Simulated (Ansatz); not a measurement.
Relaxation of Cl$_{2}$GaH$_{5}$OSi (10 atoms, charge 0, multiplicity 1), to a largest force component of 0.03 eV/Å in at most 50 steps.

Theory: RKS LDA/def2-SVP in Ansatz 0.2.0.

```xyz
10
Properties=species:S:1:pos:R:3
Ga 0.111 0.383 -0.080
H -0.063 0.159 1.461
Cl 1.893 1.075 -0.978
Cl -1.547 0.037 -1.359
O 0.333 -2.425 0.871
Si -0.762 -3.450 0.117
H -0.055 -4.761 -0.052
H -1.990 -3.626 0.973
H -1.168 -2.908 -1.227
H -0.020 -1.706 1.458
```

Where does it end, and by what steps?

It converged. After 28 steps the energy has fallen by 0.977 eV; H10 moved furthest, 1.65 Å. Joined: Ga1–O5 (2.97 → 2.03 Å).

| step | energy less start (eV) | largest force component (eV/Å) | accepted |
| --- | --- | --- | --- |
| 0 | 0.0000 | 0.896 | yes |
| 1 | -0.1861 | 0.983 | yes |
| 2 | -0.3975 | 1.562 | yes |
| 3 | -0.5339 | 1.909 | yes |
| 4 | -0.6577 | 1.267 | yes |
| 5 | -0.7117 | 1.017 | yes |
| 6 | -0.7549 | 0.655 | yes |
| 7 | -0.8022 | 0.189 | yes |
| 8 | -0.8346 | 0.613 | yes |
| 9 | -0.8506 | 0.633 | yes |
| 10 | -0.8750 | 0.312 | yes |
| 11 | -0.8815 | 0.301 | yes |
| 12 | -0.8976 | 0.074 | yes |
| 13 | -0.8571 | 1.647 | no |
| 14 | -0.8997 | 0.077 | yes |
| 15 | -0.9068 | 0.097 | yes |
| 16 | -0.9081 | 0.315 | yes |
| 17 | -0.9101 | 0.154 | yes |
| 18 | -0.9138 | 0.151 | yes |
| 19 | -0.9162 | 0.819 | yes |
| 20 | -0.9281 | 0.464 | yes |
| 21 | -0.9458 | 0.388 | yes |
| 22 | -0.9559 | 0.637 | yes |
| 23 | -0.9650 | 0.539 | yes |
| 24 | -0.9559 | 0.203 | no |
| 25 | -0.9736 | 0.166 | yes |
| 26 | -0.9743 | 0.138 | yes |
| 27 | -0.9762 | 0.057 | yes |
| 28 | -0.9765 | 0.014 | yes |

```xyz
10
Properties=species:S:1:pos:R:3
Ga -0.195 -0.001 0.374
H -0.528 0.682 1.724
Cl 1.811 0.169 -0.474
Cl -1.724 -0.285 -1.127
O 0.204 -1.968 0.648
Si -0.809 -3.221 0.026
H -0.221 -4.491 0.572
H -2.157 -2.948 0.608
H -0.787 -3.236 -1.471
H 1.137 -1.924 0.306
```

Whether the end is a true minimum wasn't checked by a vibrational analysis.

The run took 34 s on 4 threads of Arm Neoverse V1 (shared host), peak memory 0.2 GiB.
